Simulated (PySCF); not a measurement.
Calculation: B3LYP-D3(BJ)/def2-TZVP // PBE0-D4/def2-SVP run with PySCF 2.14.0. Gas-phase values, no solvent. One relaxed conformer stands for a flexible species; it need not be the lowest. B3LYP has the VWN-RPA correlation part, as in Gaussian. Excitations are Tamm–Dancoff values on a coarser integration grid. The basis has no diffuse functions, so Rydberg states are missing or too high.

Reference species (SMILES): `c1c(c2c(s1)c(ccc2)B)B` (neutral, multiplicity 1).

- S1–T1 gap (TDA) = 0.95 eV
- S1 excitation (TDA) = 3.83 eV
- LUMO = -2.47 eV

Changed species: `Bc1ccc2scc(B)c2c1`.

**Question.** Predict the effect on the S1–T1 gap (TDA), S1 excitation (TDA) and LUMO.

**Answer.** the S1–T1 gap (TDA) goes up by 0.04 eV, to 0.99 eV; the S1 excitation (TDA) increases by 0.08 eV, to 3.91 eV; the LUMO rises by 0.07 eV, to -2.40 eV.
